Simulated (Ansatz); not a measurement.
The cluster Cu₂H₂⁺, relaxed as a doublet with UKS r2SCAN-D4/def2-TZVP in Ansatz, starting from the GFN1-xTB geometry. Force threshold 0.02 eV/Å.

The structure comes from a short search, and lower isomers may exist.

Start:

```xyz
4

Cu   -0.7004   -0.7752    0.4686
Cu    0.7010    0.7753   -0.4677
H     0.9452   -0.6091    0.4127
H    -0.9459    0.6090   -0.4136
```

(1) Estimate the energy that the relaxation releases and the steps that it takes.

(2) Does the start keep its bonding and symmetry?

(3) Predict the relaxed structure.

Answers

(1) 0.00 eV, in 2 steps; 13 s on 2 threads of Arm Neoverse V2 on a shared host. No frequencies were taken in this run, so the end may be a saddle point.

(2) By distances, no bond broke or formed. The bond that changes most is Cu1–H3, from 1.65 to 1.66 Å (atoms count from 1). The end is the same structure that another start reached, the lowest one found. Point group D2h at the start, D2h at the end, both within 0.05 Å.

(3) 
```csv
atom,x (Å),y (Å),z (Å)
Cu1,-0.702,-0.776,0.469
Cu2,0.702,0.776,-0.469
H3,0.944,-0.608,0.412
H4,-0.945,0.608,-0.413
```
Bond lengths (bridged metal pairs left out): 4 × Cu–H 1.66 Å.
